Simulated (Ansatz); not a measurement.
Gas-phase electronic energies from Ansatz, PBE0-D4/def2-TZVP geometries. CCSD(T)/CBS adds triple-zeta CCSD(T) − MP2 to the extrapolated MP2 energy (def2 sets, frozen cores). This one scheme is used for every species. Functionals use def2-TZVPP. B3LYP here is the variant with VWN-RPA as its local correlation; programs differ in this. HSE06 is defined as in plane-wave codes. Each species was taken in one conformer, which may not be the lowest.

Consider the cleavage of the Si–Si bond: `C[SiH](F)[SiH2]Cl` + `BN` → `BN[SiH2]Cl` + `C[SiH2]F`.

`C[SiH](F)[SiH2]Cl`:

```xyz
11

C    -1.632    0.528    0.049
Si   -0.247   -0.412   -0.753
F    -0.043    0.112   -2.261
Si    1.769   -0.121    0.416
Cl    1.388   -0.770    2.345
H    -2.570    0.367   -0.487
H    -1.424    1.600    0.068
H    -1.762    0.187    1.079
H    -0.564   -1.863   -0.829
H     2.892   -0.929   -0.121
H     2.193    1.301    0.495
```

`BN`:

```xyz
6

B     0.462   -0.315    0.392
N    -0.475    0.324   -0.403
H     0.357   -0.246    1.582
H     1.353   -0.919   -0.132
H    -0.448    0.307   -1.408
H    -1.248    0.848   -0.031
```

`BN[SiH2]Cl`:

```xyz
9

B    -0.837   -0.379    1.287
N    -0.644    0.190    0.020
Si    0.866    0.296   -0.818
Cl    0.940   -1.039   -2.379
H     0.109   -0.829    1.866
H    -1.934   -0.399    1.765
H    -1.460    0.553   -0.454
H     1.017    1.639   -1.420
H     1.943   -0.033    0.134
```

`C[SiH2]F`:

Cartesian coordinates in Å:
```
C 0.875 -0.395 0.216
Si -0.763 0.382 -0.167
F -1.600 -0.590 -1.131
H 1.453 -0.564 -0.696
H 1.458 0.260 0.870
H 0.746 -1.353 0.724
H -1.570 0.586 1.062
H -0.599 1.674 -0.879
```

```csv
level,ΔE (kJ/mol),difference from CCSD(T)/CBS
LDA (SPW92),-42.2,19.6
PBE-D4,-37.2,24.6
revPBE-D4,-39.6,22.2
BLYP-D4,-49.9,11.9
r2SCAN-D4,-53.4,8.4
B97M-V,-54.1,7.7
B3LYP-D4,-54.8,7.0
r2SCANh-D4,-54.9,6.9
r2SCAN0-D4,-57.0,4.8
HSE06-D4,-44.8,17.0
BHLYP-D4,-63.1,-1.3
CAM-B3LYP-D4,-60.8,1.0
ωB97X-V,-56.8,5.0
ωB97M-V,-62.6,-0.8
B2PLYP,-63.4,-1.6
PBE-QIDH,-59.5,2.3
PBE,-38.9,22.9
revPBE,-37.8,24.0
BLYP,-52.0,9.8
r2SCAN,-54.0,7.8
PBE0,-46.7,15.1
B3LYP,-57.5,4.3
r2SCANh,-55.6,6.2
r2SCAN0,-57.9,3.9
HSE06,-46.7,15.1
BHLYP,-67.2,-5.4
CAM-B3LYP,-63.0,-1.2
LC-ωPBE,-53.0,8.8
MP2/def2-SVP,-66.5,-4.7
CCSD/def2-SVP,-60.9,0.9
CCSD(T)/def2-SVP,-59.4,2.4
HF/def2-TZVPP,-78.6,-16.8
MP2/def2-TZVPP,-70.6,-8.8
SCS-MP2/def2-TZVPP,-72.2,-10.4
CCSD/def2-TZVPP,-65.2,-3.4
CCSD(T)/def2-TZVPP,-63.2,-1.4
MP2/def2-QZVPP,-70.3,-8.5
SCS-MP2/def2-QZVPP,-71.9,-10.1
HF/CBS(def2),-80.1,-18.3
CCSD/CBS(def2),-63.8,-2.0
CCSD(T)/CBS,-61.8,0
```

Largest T1 diagnostic among the species: 0.012.

From PBE to PBE0 (25 % exact exchange), in def2-TZVPP and without D4, ΔE moves by −7.8 kJ/mol. In def2-TZVPP, CCSD(T) changes the Hartree–Fock value by +15.4 kJ/mol (the triples alone add +2.0 kJ/mol) and MP2 by +7.9 kJ/mol. Leaving LDA and LC-ωPBE aside and taking each functional with its dispersion term where it has one, the values spread over 26.3 kJ/mol, from B2PLYP to PBE-D4. LDA lies −3.4 kJ/mol from PBE without D4.
